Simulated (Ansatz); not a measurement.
Consider the atomization: `N[Si](N)(Br)Br` → 2 Br• + 4 H• + 2 N• + Si•.

Calculated with Ansatz (gas phase, PBE0-D4/def2-TZVP geometries, no zero-point term in ΔE). CBS: MP2 limit from def2 TZ/QZ plus the TZ coupled-cluster correction, frozen cores. This one scheme is used for every species, atoms too. For atomizations the MP2-based limit and the directly extrapolated one differ by several kJ/mol either way, and by 10 to 25 for some Ge, Se and Sn compounds, so smaller differences from it don't rank the levels. Functionals use def2-TZVPP. No spin–orbit coupling; open shells (•) take unrestricted orbitals. Spin–orbit coupling would lower the free atoms: a little for Si; clearly for Br. Bonds to Br are less sure, by a few kJ/mol each and by 10 to 20 or more in all where they break to atoms, as the def2 sets lack core-valence functions. Scalar relativity is left out up to krypton. One conformer a species, not always the lowest.

**Question.** What is ΔE at CCSD(T)/CBS? (An estimate is asked.)

**Answer.** Computed: +3067.7 kJ/mol.

**Question.** What do these levels give: B97M-V, r2SCANh-D4, r2SCANh, CAM-B3LYP, HF/def2-QZVPP, MP2/def2-QZVPP? (Best estimate.)

**Answer.** The calculation gave: B97M-V 3042.2, r2SCANh-D4 3021.5, r2SCANh 3014.2, CAM-B3LYP 3023.5, HF/def2-QZVPP 2078.7, MP2/def2-QZVPP 3087.9 kJ/mol.

Largest T1 diagnostic among the species: 0.012.

At CCSD(T), def2-SVP lies −321.3 kJ/mol from the extrapolated value and def2-TZVPP −129.7 kJ/mol: correlation converges slowly with the basis, and small sets miss more of it in the bonded molecule than in its fragments. From PBE to PBE0 (25 % exact exchange), in def2-TZVPP and without D4, ΔE moves by −56.1 kJ/mol: exact exchange takes away binding that semilocal exchange gives to molecules.
